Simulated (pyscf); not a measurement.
# Hydrogen shift: H₃C–C⁺=O (SMILES C[C+]=O) -> H₂C=C=OH⁺ (SMILES C=C=[OH+])

Gas phase, singlet surface, charge 1. Bonds broken: C1–H2. Bonds formed: H2–O6. PySCF, gas phase, ωB97X-D3(BJ)/def2-SVP geometries. MP2 and CC: frozen core, UHF for open shells. ΔMP2 is the change of the MP2 total energy from the triple- to the quadruple-zeta basis.

Transition state (Å):

```xyz
6

C      1.4232     0.0503     0.4346
H      0.8662     0.7380    -1.3871
H      2.1861     0.6913     0.9026
H      1.4979    -1.0479     0.4560
C      0.4347     0.6135    -0.2366
O     -0.3895     1.1239    -0.9566
```

One imaginary mode, 1944i cm⁻¹; descent along it reached the two sides named.

```json
[
 {"bond": "C1–H2", "change": "breaks", "reactant side (Å)": "1.105", "saddle": "2.025", "product side": "3.1"},
 {"bond": "H2–O6", "change": "forms", "reactant side (Å)": "3.1", "saddle": "1.382", "product side": "0.988"}
]
```

Electronic energies relative to the reactant's lowest minimum found (kcal/mol):

```json
[
 {"level": "ωB97X-D3(BJ)/def2-TZVP", "barrier": "106.3", "reaction energy": "+41.8", "reverse barrier": "64.4"},
 {"level": "PBE/def2-TZVP", "barrier": "91.7", "reaction energy": "+38.6", "reverse barrier": "53.1"},
 {"level": "r²SCAN/def2-TZVP", "barrier": "96.8", "reaction energy": "+40.0", "reverse barrier": "56.8"},
 {"level": "B3LYP-D3(BJ)/def2-TZVP", "barrier": "100.6", "reaction energy": "+39.3", "reverse barrier": "61.2"},
 {"level": "PBE0-D3(BJ)/def2-TZVP", "barrier": "100.2", "reaction energy": "+39.7", "reverse barrier": "60.5"},
 {"level": "M06-2X/def2-TZVP", "barrier": "104.6", "reaction energy": "+39.4", "reverse barrier": "65.2"},
 {"level": "ωB97M-D3(BJ)/def2-TZVP", "barrier": "104.7", "reaction energy": "+40.7", "reverse barrier": "64.0"},
 {"level": "HF/def2-TZVP", "barrier": "125.5", "reaction energy": "+43.1", "reverse barrier": "82.4"},
 {"level": "MP2/def2-QZVPP", "barrier": "104.0", "reaction energy": "+47.3", "reverse barrier": "56.7"},
 {"level": "CCSD/def2-TZVPP", "barrier": "108.9", "reaction energy": "+43.1", "reverse barrier": "65.8"},
 {"level": "CCSD(T)/def2-TZVPP", "barrier": "104.0", "reaction energy": "+43.3", "reverse barrier": "60.8"},
 {"level": "CCSD(T)/def2-TZVPP + ΔMP2(QZVPP)", "barrier": "103.4", "reaction energy": "+42.6", "reverse barrier": "60.7"}
]
```

With CCSD(T)/def2-TZVPP + ΔMP2(QZVPP) energies and thermal terms (ideal gas, 1 atm, RRHO with modes under 100 cm⁻¹ raised to 100, one conformer, R ln 2 for rigid chiral ones), in kcal/mol:

```json
[
 {"T (K)": "298", "ΔH‡": "98.9", "ΔG‡": "98.0", "ΔH": "+41.8", "ΔG": "+41.1"},
 {"T (K)": "600", "ΔH‡": "99.2", "ΔG‡": "96.9", "ΔH": "+42.1", "ΔG": "+40.2"},
 {"T (K)": "900", "ΔH‡": "99.2", "ΔG‡": "95.8", "ΔH": "+42.4", "ΔG": "+39.2"},
 {"T (K)": "1200", "ΔH‡": "99.0", "ΔG‡": "94.7", "ΔH": "+42.5", "ΔG": "+38.1"}
]
```

At the saddle there is also a short C–H contact that neither side keeps, so another atom assists the step. The same reactants have a lower exit, to cyclic C₂H₃O+ (SMILES C1=[O+]C1) (barrier +86.7 kcal/mol at ωB97M-D3(BJ), against +104.7 kcal/mol here). This is the saddle that the search found; another between the same sides may lie lower. The CCSD(T) − MP2 part came from Ansatz, without density fitting, on the same reference.
